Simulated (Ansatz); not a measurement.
Total energies of `C=C[SiH2][S][GeH3]`.

Z-matrix (Å, degrees):
```
Si
C 1 1.860
S 1 2.132 2 112.2
H 1 1.488 2 109.0 3 122.5
H 1 1.486 2 111.0 3 -117.9
C 2 1.329 1 124.1 3 10.8
H 2 1.090 1 117.6 3 -169.2
Ge 3 2.229 1 98.5 2 65.9
H 6 1.087 2 121.4 1 0.1
H 6 1.086 2 122.1 1 179.7
H 8 1.534 3 106.4 1 145.5
H 8 1.536 3 110.0 1 -95.3
H 8 1.536 3 109.0 1 25.6
```

The species carries charge 0 and has multiplicity 1. Correlated methods include outer-core shells of Ge, which these sets cover unevenly. Scalar relativity is left out up to krypton. Geometry: relaxed with PBE0-D4/def2-TZVP. It is one conformer, not always the lowest. Basis def2-TZVPP, Ansatz 0.2.0.

RPA on PBE orbitals: Hartree–Fock energy of these orbitals -2842.22610 Eh, correlation -1.51213 Eh (frozen core).

```csv
functional,energy without D4 (Eh),D4 term (kJ/mol)
LDA (SPW92),-2839.31348,–
PBE,-2845.02658,-36.8
BLYP,-2845.77939,-78.5
r2SCAN,-2845.67253,-9.1
B97M-V,-2845.23115,–
PBE0,-2845.15980,-31.7
B3LYP,-2845.87636,-59.7
r2SCANh,-2845.65848,-9.9
HSE06 (plane-wave form),-2845.14101,-29.9
BHLYP,-2845.71118,-49.8
CAM-B3LYP,-2845.87029,-32.8
ωB97X-V,-2845.46843,–
ωB97M-V,-2845.57404,–
PBE-QIDH,-2844.65287,–
```

Task: Give the same for revPBE, r2SCAN0, LC-ωPBE, B2PLYP. (An estimate is asked.)

Result: The calculation gave: 
```csv
functional,energy without D4 (Eh),D4 term (kJ/mol)
revPBE,-2845.46270,-97.4
r2SCAN0,-2845.63907,-11.0
LC-ωPBE,-2845.25209,–
B2PLYP,-2845.08987,–
```

B3LYP takes the VWN-RPA correlation (the form of Gaussian; ORCA's B3LYP/G). HSE06 is the plane-wave form, built on full-range PBE exchange. The double hybrids freeze the cores in their second-order part.

LC-ωPBE has ω = 0.4 bohr⁻¹.
